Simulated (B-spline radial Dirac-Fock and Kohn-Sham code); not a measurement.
Calculated with a radial B-spline solver, using independent-particle radiative and Coulomb Auger rates from relativistic LDA hole-state orbitals, with Dirac-Fock energies.

Q: A single inner-shell vacancy in a neutral atom gives this computed emission spectrum. Which element, which hole, and which lines?

```tsv
energy (eV)	relative intensity
15688.9	52.3
15773.4	100.0
17649.5	7.8
17663.4	15.2
17817.4	0.0
17966.9	1.1
17968.7	2.1
```

A: Zirconium (Z = 40), hole in K (1s). In order of rising energy the lines are Kα2 (K-L2), Kα1 (K-L3), Kβ3 (K-M2), Kβ1 (K-M3), Kβ5' (K-M5), Kβ2'' (K-N2), Kβ2' (K-N3).
